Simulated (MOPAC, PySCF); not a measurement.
H14Si6, SMILES `[SiH3][SiH2][Si]([SiH3])([SiH3])[SiH3]` (Si–Si–Si–Si torsion 180°), neutral singlet in the gas phase. 

Cartesian coordinates (Å):
```xyz
20

Si     2.7630     1.3606     0.6131
Si     1.6998    -0.7206     0.4293
Si    -0.5517    -0.3744    -0.1190
Si    -1.6478    -2.4348    -0.3111
Si    -0.6767     0.7827    -2.1520
Si    -1.5618     0.9074     1.5617
H      4.2092     1.2119     0.9627
H      2.0884     2.1698     1.6747
H      2.6512     2.0910    -0.6872
H      1.7942    -1.4631     1.7266
H      2.3574    -1.5420    -0.6366
H     -1.0023    -3.2567    -1.3811
H     -1.5661    -3.1774     0.9845
H     -3.0876    -2.2301    -0.6611
H     -2.1073     0.9691    -2.5470
H     -0.0341     2.1268    -2.0211
H      0.0255     0.0140    -3.2257
H     -1.4304     0.2190     2.8830
H     -0.9088     2.2499     1.6494
H     -3.0139     1.0969     1.2571
```
Charge 0, multiplicity 1.

All levels are single points at this geometry (PBE0-D3(BJ)/def2-SVP); Pople sets use spherical d functions. Orbital energies aren't observables, and empty levels follow the basis.

| level | HOMO (eV) | LUMO (eV) | gap (eV) | dipole (D) | vertical IE, Delta-SCF (eV) |
|---|---|---|---|---|---|
| PBE-D3(BJ)/def2-TZVP in PySCF | -6.68 | -1.37 | 5.32 | 0.08 | 8.86 |
| PBE0-D3(BJ)/def2-TZVP in PySCF | -7.69 | -0.59 | 7.09 | 0.09 | 9.14 |
| ωB97X-D3(BJ)/def2-TZVP in PySCF | -9.88 | 1.34 | 11.23 | 0.10 | 9.45 |
| B3LYP/3-21G in PySCF | -7.60 | -0.21 | 7.39 | 0.06 | – |
| B3LYP/6-311+G** in PySCF | -7.54 | -0.70 | 6.84 | 0.10 | – |
| B3LYP/6-31G* in PySCF | -7.41 | -0.39 | 7.02 | 0.11 | 9.08 |
| PBE/6-31G* in PySCF | -6.60 | -1.06 | 5.54 | 0.09 | – |
| SVWN5/6-31G* in PySCF | -6.64 | -1.20 | 5.43 | 0.08 | – |
| AM1 in MOPAC | -10.26 | -1.34 | 8.93 | 0.02 | – |
